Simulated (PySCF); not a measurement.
## Two-component Hartree-Fock for Cd (cadmium, neutral)

Start: [Kr] 4d10 5s1 6s1; 5s1/2 filled at m_j = +1/2; 6s1/2 filled at m_j = +1/2. Calculated with PySCF 2.14 in x2c-TZVPall-2c with one added diffuse shell each of s, p, d type (9s10p8d1f, 86 functions): generalised Hartree-Fock with the X2C-1e Hamiltonian and a Gaussian nucleus; one run each with spin-orbit coupling (SO) switched off, then screened by Boettger's factors. This is a chosen level, not necessarily the ground level.

```tsv
spinor shell	electrons	ε, spin-free (eV)	ε, screened SO (eV)	weight of nominal j (screened SO)	rms radius, screened SO (bohr)
1s1/2	2	-26850.8	-26848.6	1.000	0.0348
2s1/2	2	-4078.5	-4077.9	1.000	0.142
2p1/2	2	-3653.0	-3786.3	1.000	0.124
2p3/2	4	-3653.0	-3591.7	1.000	0.128
3s1/2	2	-801.93	-801.78	1.000	0.381
3p1/2	2	-658.86	-683.49	1.000	0.375
3p3/2	4	-658.86	-647.51	1.000	0.386
3d3/2	4	-435.58	-439.84	1.000	0.362
3d5/2	6	-435.58	-432.63	1.000	0.365
4s1/2	2	-133.59	-133.57	1.000	0.943
4p1/2	2	-89.376	-93.612	1.000	1.01
4p3/2	4	-89.376	-87.434	1.000	1.04
4d3/2	4	-24.191	-24.691	0.992	1.36
4d5/2	6	-24.191	-23.856	0.994	1.38
5s1/2	1	-12.027	-12.029	1.000	2.95
6s1/2	1	-2.371	-2.371	1.000	8.12
```

| quantity | spin-free | screened SO |
| --- | --- | --- |
| E (hartree) | -5590.59308 | -5591.71781 |
| M_J | 1 | 1 |
| ⟨J²⟩ | 2.001 | 2.001 |
| ⟨L²⟩ | 0.000 | 0.016 |
| ⟨S²⟩ | 2.001 | 2.017 |

Breit and QED terms are absent; they matter most for the inner s and p1/2 levels.

Densities and radii are taken from the X2C orbitals without a picture-change correction, which distorts them close to the nucleus.

Without spin-orbit coupling the j labels of p, d and f shells carry no meaning; the spin-free column gives the mean over the occupied spinors of each nl shell.
